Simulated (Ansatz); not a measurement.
Two members of one family (Series SnH3X), computed with Ansatz in the gas phase; def2 core potentials for Sn, no spin–orbit coupling. Binding counts from free atoms in the multiplicity of their measured ground term, without zero-point energy. A dash marks a value that wasn't run or was left out as unsound. The structures are stationary points that may keep the symmetry of their start.

First: SnH3(OSiMe3) (singlet, charge 0, PBE0-D4/def2-SVP geometry).

```csv
atom,x (Å),y (Å),z (Å)
Sn1,1.8189,2.2065,-0.4198
H2,2.3622,2.1865,-2.0435
H3,1.5107,3.7873,0.1482
H4,2.8798,1.3389,0.6137
O5,0.0597,1.2977,-0.3958
Si6,-0.4535,-0.2340,0.0066
C7,0.6200,-1.5189,-0.8536
C8,-2.2326,-0.3876,-0.5600
C9,-0.3399,-0.4755,1.8676
H10,0.2764,-2.5424,-0.6301
H11,1.6720,-1.4481,-0.5290
H12,0.5938,-1.3873,-1.9471
H13,-2.3081,-0.2429,-1.6493
H14,-2.6481,-1.3790,-0.3175
H15,-2.8618,0.3751,-0.0759
H16,0.7005,-0.3886,2.2204
H17,-0.9395,0.2816,2.3974
H18,-0.7106,-1.4694,2.1678
```

| level | HOMO (eV) | LUMO (eV) | gap (eV) | vertical triplet (eV) | binding per atom (eV) |
| --- | --- | --- | --- | --- | --- |
| PBE-D4/def2-SVP | -6.10 | -0.98 | 5.12 | – | 3.71 |
| PBE-D4/def2-TZVP | -6.28 | -1.26 | 5.02 | 5.23 | 3.71 |
| r2SCAN-D4/def2-TZVP | -6.59 | -0.89 | 5.70 | 5.50 | 3.69 |
| PBE0-D4/def2-SVP | -7.56 | -0.15 | 7.41 | – | 3.67 |
| PBE0-D4/def2-TZVP | -7.67 | -0.46 | 7.21 | 5.70 | 3.68 |

Second: SnH3(NEt2) (singlet, charge 0, PBE0-D4/def2-SVP geometry).

Cartesian coordinates in Å:
```
Sn 1.219 1.297 -1.545
H 0.200 2.522 -2.175
H 2.618 1.922 -0.780
H 1.687 0.222 -2.810
N 0.145 0.392 -0.066
C -1.249 0.078 -0.295
C -1.509 -1.147 -1.167
C 0.821 -0.408 0.936
C 0.510 0.028 2.362
H -1.745 0.956 -0.747
H -1.751 -0.060 0.681
H -1.104 -1.005 -2.183
H -1.039 -2.049 -0.746
H -2.588 -1.348 -1.263
H 0.588 -1.488 0.822
H 1.913 -0.338 0.781
H 0.813 1.075 2.519
H -0.567 -0.043 2.580
H 1.039 -0.604 3.095
```

Task: Estimate how these quantities change from the first to the second (second minus first).

Result: 
```json
{"level": "PBE-D4/def2-SVP", "Δ HOMO (eV)": "1.63", "Δ LUMO (eV)": "0.52", "Δ gap (eV)": "-1.11", "Δ vertical triplet (eV)": "–", "Δ binding per atom (eV)": "0.03"}
{"level": "PBE-D4/def2-TZVP", "Δ HOMO (eV)": "1.67", "Δ LUMO (eV)": "0.51", "Δ gap (eV)": "-1.16", "Δ vertical triplet (eV)": "-1.15", "Δ binding per atom (eV)": "0.00"}
{"level": "r2SCAN-D4/def2-TZVP", "Δ HOMO (eV)": "1.76", "Δ LUMO (eV)": "0.49", "Δ gap (eV)": "-1.27", "Δ vertical triplet (eV)": "-1.42", "Δ binding per atom (eV)": "-0.04"}
{"level": "PBE0-D4/def2-SVP", "Δ HOMO (eV)": "1.77", "Δ LUMO (eV)": "0.51", "Δ gap (eV)": "-1.26", "Δ vertical triplet (eV)": "–", "Δ binding per atom (eV)": "0.02"}
{"level": "PBE0-D4/def2-TZVP", "Δ HOMO (eV)": "1.79", "Δ LUMO (eV)": "0.50", "Δ gap (eV)": "-1.29", "Δ vertical triplet (eV)": "-1.47", "Δ binding per atom (eV)": "-0.01"}
```
